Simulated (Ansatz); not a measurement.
`C1=[CH][Zn][O]1`, relaxed with RKS PBE-D4/def2-SVP in the Gaussian-basis code of Ansatz from a rough embedded geometry. The force threshold is 0.03 eV/Å; the program also tests the step.

Charge 0, multiplicity 1.

Start:

```xyz
6

C     0.682   -0.091    0.218
C    -0.440    0.507    0.057
Zn   -1.291   -0.893   -0.923
O     0.246   -1.198   -0.405
H     1.676    0.211    0.698
H    -0.874    1.465    0.354
```

Question: How much energy does the relaxation release, and in how many steps? (An estimate is asked.)

Answer: The calculation gave: 77.05 kcal/mol, in 9 steps.

Question: Which bonds change most? (An estimate is asked.)

Answer: Computed: Zn3–O4 from 1.651 to 2.096 Å; C1–C2 from 1.281 to 1.374 Å; C2–Zn3 from 1.909 to 1.971 Å.

Question: Give the relaxed structure. (An estimate is asked.)

Answer: Ansatz gave: 
```xyz
6

C     0.544   -0.185    0.126
C    -0.561    0.630    0.070
Zn   -1.332   -0.894   -0.912
O     0.635   -1.389   -0.385
H     1.459    0.199    0.646
H    -0.746    1.639    0.455
```
